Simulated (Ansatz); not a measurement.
```xyz
3

N    -0.0044    0.0002   -0.3238
O    -0.0062    1.0874    0.1433
O     0.0036   -1.0974    0.1459
```

Basis set: STO-3G (spherical functions). Correlated methods keep 3 orbitals frozen. Charge 0, multiplicity 2.

Computed with Ansatz (development build ahead of 0.2.0); each method stands on the lowest determinant of its kind that the runs found.

Task: Give the atomization energy at this shape (free ground-state atoms in the same class of orbitals less the molecule, no zero-point energy) of doublet NO2 by UHF-MP2, UHF.

Result:

| method | atomization energy |
| --- | --- |
| UHF-MP2 | 56.52 kcal/mol |
| UHF | -27.80 kcal/mol |

Caution: the unrestricted determinant is spin contaminated. Caution for UHF: the molecule lies well above its atoms at this level.

This basis has no polarisation functions and is too small for such energies, which can lie far from measured ones in either direction.
